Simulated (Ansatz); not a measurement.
`C[SiH2]B(N)Cl`. Total charge 0; spin multiplicity 1.

Z-matrix (Å, degrees):
```
C
Si 1 1.876
H 1 1.092 2 110.0
H 1 1.092 2 110.9 3 119.4
H 1 1.092 2 111.2 3 -120.1
B 2 2.019 1 111.6 3 -56.8
H 2 1.496 1 110.1 3 -179.0
H 2 1.492 1 109.6 3 63.8
Cl 6 1.782 2 118.5 1 49.1
N 6 1.385 2 123.9 1 -130.9
H 10 1.006 6 122.2 2 0.4
H 10 1.008 6 123.2 2 -179.3
```

Question: What are the harmonic wavenumbers in cm⁻¹ at PBE0-D4/def2-TZVP (Ansatz, finite differences of forces, unscaled)? (Best estimate.)

Answer: Ansatz gave: 42, 103, 149, 204, 284, 386, 471, 492, 579, 628, 649, 688, 731, 762, 886, 890, 939, 1074, 1274, 1359, 1452, 1453, 1627, 2176, 2195, 3055, 3140, 3143, 3598, 3705.

Question: Is this a minimum?

Answer: Yes, all 30 modes are real.

Question: Give the ideal-gas thermochemistry at 298.15 K and 1 bar (rigid rotor, harmonic oscillator; point group C1, symmetry number 1).

Answer: Zero-point energy 228.1 kJ/mol; H(298) − E = 251.1 kJ/mol; entropy 367.1 J/(mol·K), of which translation 167.2, rotation 116.5, vibration 83.4; G(298) − E = 141.7 kJ/mol. Modes under 100 cm⁻¹ are hindered rotations or soft bends, so the harmonic entropy is rough.
